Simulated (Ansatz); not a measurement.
One change: `[Cl][SnH2][Si](Cl)(Cl)Cl` becomes `Cl[Si](Cl)(Cl)Br`.

Ansatz, PBE0-D4/def2-TZVP geometries, multiplicity 1. Each molecule was computed in one conformer, which needn't be the lowest.

Elements past krypton have def2 core potentials. Scalar relativity is left out up to krypton.

| property | `[Cl][SnH2][Si](Cl)(Cl)Cl` |
| --- | --- |
| HOMO–LUMO gap (B3LYP/def2-TZVPP) / eV | 6.39 |
| LUMO energy (PBE/def2-TZVPP) / eV | -2.25 |
| HOMO–LUMO gap (PBE/def2-TZVPP) / eV | 4.82 |
| HOMO energy (ωB97M-V/def2-TZVPP) / eV | -10.24 |
| size of the dipole moment (B3LYP/def2-TZVPP) / D | 2.08 |
| LUMO energy (B3LYP/def2-TZVPP) / eV | -1.65 |

(1) What does the change do to each property? (Estimate.)

Answers

(1) Computed: 
```json
{"property": "HOMO–LUMO gap (B3LYP/def2-TZVPP) / eV", "`Cl[Si](Cl)(Cl)Br`": "7.59", "shift": "1.20"}
{"property": "LUMO energy (PBE/def2-TZVPP) / eV", "`Cl[Si](Cl)(Cl)Br`": "-1.88", "shift": "0.37"}
{"property": "HOMO–LUMO gap (PBE/def2-TZVPP) / eV", "`Cl[Si](Cl)(Cl)Br`": "5.83", "shift": "1.01"}
{"property": "HOMO energy (ωB97M-V/def2-TZVPP) / eV", "`Cl[Si](Cl)(Cl)Br`": "-11.26", "shift": "-1.02"}
{"property": "size of the dipole moment (B3LYP/def2-TZVPP) / D", "`Cl[Si](Cl)(Cl)Br`": "0.09", "shift": "-1.99"}
{"property": "LUMO energy (B3LYP/def2-TZVPP) / eV", "`Cl[Si](Cl)(Cl)Br`": "-1.18", "shift": "0.47"}
```

With PBE0 the HOMO falls by 0.80 eV and the LUMO rises by 0.53 eV, so the gap widens by about 1.33 eV. PBE moves the HOMO by -0.64 eV and ωB97M-V by -1.02 eV. Dipoles are sizes alone; their direction can turn.

B3LYP here is the variant with VWN-RPA as its local correlation; programs differ in this.

Spin–orbit coupling is left out; it splits and shifts lone-pair levels of the heavy atoms by tenths of an eV.
